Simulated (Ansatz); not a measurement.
`[F][Sb]([SiH3])[SiH3]` + H₂ → `[SiH3][SbH][SiH3]` + H–F  (hydrogenolysis of the Sb–F bond)

Calculated with Ansatz (gas phase, PBE0-D4/def2-TZVP geometries, no zero-point term in ΔE). CCSD(T)/CBS is the MP2 limit (def2-TZVPP, def2-QZVPP) plus CCSD(T) − MP2 in def2-TZVPP, frozen cores. This one scheme is used for every species. Functionals use def2-TZVPP. Elements past krypton have def2 core potentials. For Sb outer-core shells are correlated without core-valence functions, which leaves a few kJ/mol of doubt a bond.

CCSD(T)/CBS gives -9.4 kJ/mol.

(1) Another level gave -12.5 kJ/mol. Which?
A. PBE0-D4/def2-TZVPP
B. B2PLYP/def2-TZVPP
C. CAM-B3LYP-D4/def2-TZVPP
D. B97M-V/def2-TZVPP

Largest T1 diagnostic among the species: 0.014.

## Answers

(1) A. PBE0-D4 -12.5, CAM-B3LYP-D4 1.6, B2PLYP -4.2, B97M-V 8.5 kJ/mol.

In def2-TZVPP, CCSD(T) changes the Hartree–Fock value by −4.3 kJ/mol (the triples alone add +2.6 kJ/mol) and MP2 by −7.4 kJ/mol. At CCSD(T), def2-SVP lies −19.4 kJ/mol from the extrapolated value and def2-TZVPP −11.2 kJ/mol.
